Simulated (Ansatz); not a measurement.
CH₃FOSn, one more setting.

```yaml
crystal:
  periodic: [false, false, false]
  atoms:
    - {symbol: F, position_ang: [1.293416, -1.850442, 1.479209]}
    - {symbol: C, position_ang: [0.896554, -0.724579, 0.932411]}
    - {symbol: O, position_ang: [0.027789, -0.697223, 0.125462]}
    - {symbol: Sn, position_ang: [-0.680004, 1.490363, -0.880199]}
    - {symbol: H, position_ang: [1.460936, 0.131976, 1.316660]}
    - {symbol: H, position_ang: [-2.332419, 0.935816, -0.588313]}
    - {symbol: H, position_ang: [-0.605072, 0.645989, -2.430931]}
basis:
  gaussian: {orbitals: def2-TZVPD}
magnetization: {spin_polarized: true, initial_magnetization: 2}
hamiltonian: {xc: {name: revPBE}, dispersion: d3bj, pseudopotentials: {relativity: scalar}}
scf: {lower_state_search: full}
output: {forces: true}
```

```sh
$ ansatz run in.yaml --threads 2 --pin off --events-out ev --progress --plain --max-ram 4352MiB
```

Shortened log:

```
Functional definition: revPBE
1112 factors; their error is unknown
mean field evaluation 1: about -11672.3054 eV, gradient 4.9e1 eV
mean field evaluation 2: about -11407.8055 eV, gradient 1.7e2 eV
mean field evaluation 4: about -11679.2191 eV, gradient 3.6e1 eV
mean field evaluation 8: about -11683.9956 eV, gradient 4.9e-1 eV
mean field evaluation 16: about -11683.9813 eV, gradient 1.2e-3 eV
mean field -11683.98125284 eV, -429.3783913551 hartree, gradient 5.2e-6 eV, S^2 2.002267; 8 other end points of the search recorded, 0 dependent functions left out
reference -11683.98133156 eV, -429.3783942477 hartree; 25, 23 occupied and 175, 177 virtual orbitals, 1112 factors
Total energy: -11684.26160915 eV, -429.3886942594 hartree
Relativity: scalar
Atom 0 at     1.293416    -1.850442     1.479209 Å, force     0.607437    -1.200191     0.753428 eV/Å
Atom 1 at     0.896554    -0.724579     0.932411 Å, force     0.273346     0.613712     0.153785 eV/Å
Atom 2 at     0.027789    -0.697223     0.125462 Å, force    -0.630765    -1.004209    -0.421596 eV/Å
Atom 3 at    -0.680004     1.490363    -0.880199 Å, force    -1.269930     0.851246    -1.322434 eV/Å
Atom 4 at     1.460936     0.131976     1.316660 Å, force     0.166419     0.210513     0.120353 eV/Å
Atom 5 at    -2.332419     0.935816    -0.588313 Å, force     0.144491     0.311693     0.659745 eV/Å
Atom 6 at    -0.605072     0.645989    -2.430931 Å, force     0.709002     0.217236     0.056718 eV/Å
Dipole moment:     0.537160    -0.128152     0.519259 e Å
```

Run time 28 s (2 threads of an Arm Neoverse V1 on a shared host); peak host memory 0.59 GiB.
